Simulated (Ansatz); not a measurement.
Two members of one family (Series CrX2), computed with Ansatz in the gas phase. The two geometries come from different levels. HOMO and LUMO are taken over both spins. Binding counts from free atoms in the multiplicity of their measured ground term, without zero-point energy. Singlets are spin-restricted. The structures are stationary points that may keep the symmetry of their start. Remarks come from the PBE and PBE0 runs and from stability tests at other levels; not every state was tested. HOMO above LUMO (over both spins in singlets and doublets, within one spin in higher multiplets; at PBE or PBE0), or a gap under 0.15 eV within one spin, warns that the state may not be the lowest or that an electron is smeared out.

First: CrCl2 (quintet, charge 0, PBE-D4/def2-TZVP geometry).

```xyz
3

Cr    0.000    0.000    0.000
Cl    1.071   -0.670   -1.768
Cl   -1.071    0.670    1.768
```

```
               level  HOMO (eV)  LUMO (eV)  gap (eV)  binding per atom (eV)
    PBE-D4/def2-TZVP      -5.79      -5.74      0.05                   2.60
r2SCAN-D4/def2-TZVPD      -6.32      -5.75      0.57                   2.53
   PBE0-D4/def2-TZVP      -7.83      -4.48      3.35                   2.48
  BHLYP-D4/def2-TZVP      -9.29      -3.04      6.24                   2.49
   ωB97M-V/def2-TZVP     -10.05      -2.10      7.96                   2.56
```

Metal–donor distances: 2 × Cl 2.17 Å. Remarks: near-degenerate levels, gap within one spin near zero, HOMO above LUMO (singlet), restricted SCF unstable (singlet), spin-contaminated (⟨S²⟩ up to 3.00) (triplet).

Second: CrF2 (quintet, charge 0, B3LYP-D4/def2-TZVP geometry).

```csv
atom,x (Å),y (Å),z (Å)
Cr1,-0.1617,-0.1346,0.3744
F2,-0.3939,1.6137,0.1635
F3,0.5556,-1.4791,-0.5379
```

Estimate how these quantities change from the first to the second (second minus first).


```tsv
level	Δ HOMO (eV)	Δ LUMO (eV)	Δ gap (eV)	Δ binding per atom (eV)
PBE-D4/def2-TZVP	0.28	0.92	0.64	0.88
r2SCAN-D4/def2-TZVPD	0.26	1.08	0.82	0.79
PBE0-D4/def2-TZVP	0.36	1.34	0.97	0.70
BHLYP-D4/def2-TZVP	0.13	1.19	1.06	0.59
ωB97M-V/def2-TZVP	0.20	1.17	0.97	0.75
```

Metal–donor distances: 2 × F 1.78 Å. Remarks: HOMO above LUMO (singlet), restricted SCF unstable (singlet), spin-contaminated (⟨S²⟩ up to 2.98) (triplet).
